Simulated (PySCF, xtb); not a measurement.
C4H4, SMILES C=C=C=C.

GFN2-xTB run with xtb 6.7.1 at its own geometry gives an orbital gap of 3.36 eV and a dipole moment of 0.01 D.

Coordinates come from a B3LYP-D3(BJ)/def2-SVP optimisation.

**Question.** What does HF/def2-TZVPD (PySCF) give? (The exact figures need the calculation; the answer reports its results.)

**Answer.** gap 10.97 eV (levels -9.13 and 1.84 eV), dipole 0.00 D.
